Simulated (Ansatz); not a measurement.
System: ZrO2 (charge 0, singlet). 
Coordinates optimised at B3LYP-D3(BJ)/def2-TZVP (Ansatz, a quantum-chemistry and plane-wave program):
```
Zr
O 1 1.7761
O 1 1.7761 2 108.18
```
Charge 0, spin multiplicity 1.

Basis-set convergence of Hartree-Fock and MP2 correlation energies (hartree) with Ansatz. Cores are frozen in the correlated levels unless marked. Spin-orbit coupling is left out. Frozen are the shells of the preceding noble gas and the d and f shells that filled before the atom's block. In def2 rows, elements after Kr have scalar-relativistic effective core potentials.

The T1 diagnostic of CCSD in the largest basis is 0.031, which is high, so the coupled-cluster rows are less sure than usual.

```tsv
basis	functions	E(HF)	E(corr, MP2)
def2-SVP	59	-196.12345	-0.52660
def2-TZVPP	118	-196.33180	-0.63962
def2-QZVPP	195	-196.34188	-0.68156
```

Extrapolating the two largest sets (X = 3 and 4) as X^-3: E(corr) = (64·(-0.68156) - 27·(-0.63962))/37 = -0.7122 Eh, an estimate of the basis-set limit. The largest set recovers 95.7 % of it, the smallest 73.9 %.
